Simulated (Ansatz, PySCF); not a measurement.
C₃H₁₀OSi₂, SMILES C=C([SiH3])C[SiH2]O. Atoms are numbered in the order given.

```xyz
16

C     -0.8873     0.7689     1.9212
C     -0.9406     0.3028     0.6622
Si    -1.9188     1.2500    -0.6359
C     -0.2106    -0.9400     0.2331
Si     1.5764    -0.4814    -0.1852
O      2.4093    -1.7282    -0.9175
H     -0.3418     0.2359     2.7103
H     -1.3917     1.6932     2.2177
H     -1.0536     1.6015    -1.8045
H     -3.0353     0.3960    -1.1505
H     -2.4801     2.4972    -0.0365
H     -0.6705    -1.4145    -0.6500
H     -0.1974    -1.6956     1.0377
H      1.5915     0.6423    -1.1594
H      2.2378    -0.0651     1.0927
H      2.6396    -2.4819    -0.3677
```
Charge 0, spin multiplicity 1.

Geometry: PBE0-D3(BJ)/def2-SVP. This is a generated structure with no PubChem entry under its InChIKey; it may be hypothetical. The values are those of a single conformer.

Two levels are set side by side: PBE-D3(BJ)/def2-SVP (Ansatz, a first-principles code) and PBE0-D3(BJ)/def2-SVP (Ansatz). Each level has its own optimised geometry; the coordinates shown are those of the second. Frequencies come from the Hessian of PySCF at each geometry. Differences are taken from unrounded values.

| quantity | PBE0-D3(BJ) |
|---|---|
| mean bond length (Å) | 1.408 |
| bond C1–C2 (Å) | 1.344 |
| bond C2–Si3 (Å) | 1.881 |
| bond C2–C4 (Å) | 1.504 |
| bond C4–Si5 (Å) | 1.892 |
| bond Si5–O6 (Å) | 1.669 |
| bond C1–H7 (Å) | 1.097 |
| bond C1–H8 (Å) | 1.094 |
| bond Si3–H9 (Å) | 1.496 |
| bond Si3–H10 (Å) | 1.497 |
| bond Si3–H11 (Å) | 1.493 |
| bond C4–H12 (Å) | 1.103 |
| bond C4–H13 (Å) | 1.104 |
| bond Si5–H14 (Å) | 1.487 |
| bond Si5–H15 (Å) | 1.498 |
| bond O6–H16 (Å) | 0.961 |
| highest harmonic wavenumber (cm⁻¹) | 3940 |
| mean harmonic wavenumber (cm⁻¹) | 1220 |
| zero-point energy (kcal/mol) | 73.26 |

Q: What does PBE-D3(BJ) give, and how far is it from PBE0-D3(BJ)? (An estimate is asked for; the answer gives what the named calculation found.)

A: 
```json
[
 {"quantity": "mean bond length (Å)", "PBE-D3(BJ)": "1.418", "PBE-D3(BJ) minus PBE0-D3(BJ)": "0.010"},
 {"quantity": "bond C1–C2 (Å)", "PBE-D3(BJ)": "1.355", "PBE-D3(BJ) minus PBE0-D3(BJ)": "0.011"},
 {"quantity": "bond C2–Si3 (Å)", "PBE-D3(BJ)": "1.891", "PBE-D3(BJ) minus PBE0-D3(BJ)": "0.010"},
 {"quantity": "bond C2–C4 (Å)", "PBE-D3(BJ)": "1.510", "PBE-D3(BJ) minus PBE0-D3(BJ)": "0.006"},
 {"quantity": "bond C4–Si5 (Å)", "PBE-D3(BJ)": "1.907", "PBE-D3(BJ) minus PBE0-D3(BJ)": "0.015"},
 {"quantity": "bond Si5–O6 (Å)", "PBE-D3(BJ)": "1.686", "PBE-D3(BJ) minus PBE0-D3(BJ)": "0.017"},
 {"quantity": "bond C1–H7 (Å)", "PBE-D3(BJ)": "1.106", "PBE-D3(BJ) minus PBE0-D3(BJ)": "0.008"},
 {"quantity": "bond C1–H8 (Å)", "PBE-D3(BJ)": "1.102", "PBE-D3(BJ) minus PBE0-D3(BJ)": "0.008"},
 {"quantity": "bond Si3–H9 (Å)", "PBE-D3(BJ)": "1.506", "PBE-D3(BJ) minus PBE0-D3(BJ)": "0.010"},
 {"quantity": "bond Si3–H10 (Å)", "PBE-D3(BJ)": "1.508", "PBE-D3(BJ) minus PBE0-D3(BJ)": "0.011"},
 {"quantity": "bond Si3–H11 (Å)", "PBE-D3(BJ)": "1.504", "PBE-D3(BJ) minus PBE0-D3(BJ)": "0.010"},
 {"quantity": "bond C4–H12 (Å)", "PBE-D3(BJ)": "1.111", "PBE-D3(BJ) minus PBE0-D3(BJ)": "0.008"},
 {"quantity": "bond C4–H13 (Å)", "PBE-D3(BJ)": "1.112", "PBE-D3(BJ) minus PBE0-D3(BJ)": "0.008"},
 {"quantity": "bond Si5–H14 (Å)", "PBE-D3(BJ)": "1.498", "PBE-D3(BJ) minus PBE0-D3(BJ)": "0.010"},
 {"quantity": "bond Si5–H15 (Å)", "PBE-D3(BJ)": "1.509", "PBE-D3(BJ) minus PBE0-D3(BJ)": "0.011"},
 {"quantity": "bond O6–H16 (Å)", "PBE-D3(BJ)": "0.972", "PBE-D3(BJ) minus PBE0-D3(BJ)": "0.012"},
 {"quantity": "highest harmonic wavenumber (cm⁻¹)", "PBE-D3(BJ)": "3769", "PBE-D3(BJ) minus PBE0-D3(BJ)": "-171"},
 {"quantity": "mean harmonic wavenumber (cm⁻¹)", "PBE-D3(BJ)": "1180", "PBE-D3(BJ) minus PBE0-D3(BJ)": "-40"},
 {"quantity": "zero-point energy (kcal/mol)", "PBE-D3(BJ)": "70.83", "PBE-D3(BJ) minus PBE0-D3(BJ)": "-2.42"}
]
```

GGA bonds tend to be longer and softer than those of functionals with exact exchange. Differences between two approximate levels are no errors against the true value.
